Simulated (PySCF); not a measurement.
**Polarisability and C₆ of Tc (technetium, neutral)**

[Kr] 4d7, high-spin 4F determinant (an excited configuration). Calculation: PySCF 2.14, in aug-cc-pVTZ-PP with ECP28MDF; scalar relativity through the core potential. Coupled (time-dependent) response in atomic units; α is the mean over directions.

| method | mean α (bohr³) | α xx, yy, zz | C₆ (like pair) | S(−4) |
| --- | --- | --- | --- | --- |
| HSE06 | 52.68 | 52.68, 52.68, 52.67 | 382.1 | 5122 |
| M06-2X | 46.00 | 46.51, 46.51, 44.97 | 313.8 | 6237 |

S(−4) is the Cauchy moment in α(ω) = α(0) + S(−4) ω² + …

Spin-orbit coupling is absent.

α(iu) at HSE06:

```tsv
u (hartree)	α(iu) (bohr³)
0	52.68
0.0500	43.90
0.100	33.20
0.200	22.17
0.300	17.12
0.500	11.70
0.750	7.934
1.00	5.733
1.50	3.416
2.00	2.271
3.00	1.205
5.00	0.4959
```

A single London oscillator, α(iu) = α/(1 + u²/ω²), gives C₆ = (3/4) ω α². Matching the computed C₆ needs ω = 4 × 382.1 / (3 × 52.68²) = 0.184 hartree.

The components differ because the open shell of this determinant is not spherical; for a pure term their mean is the scalar polarisability.

Energies and moments cover only the electrons outside the core potential.
